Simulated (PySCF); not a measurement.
C2H4OSe, SMILES C1OC[Se]1.

Geometry optimised at PBE-D3(BJ)/def2-SVP. This is a generated structure with no PubChem entry under its InChIKey; it may be hypothetical.

These are PySCF with PBE0/def2-TZVP values and carry that method's errors.

- total energy: -2554.94521 hartree
- point group: C2v
- highest occupied level: -6.39 eV
- lowest empty level: -1.13 eV
- orbital gap: 5.26 eV
- dipole moment: 0.12 D
- quadrupole, principal values (traceless, Buckingham form, about the centre of nuclear charge): -6.35, -1.55, 7.90 D·Å
- mean static polarisability: 51.6 bohr³ (7.65 Å³)
- polarisability, principal values: 41.6, 55.7, 57.6 bohr³
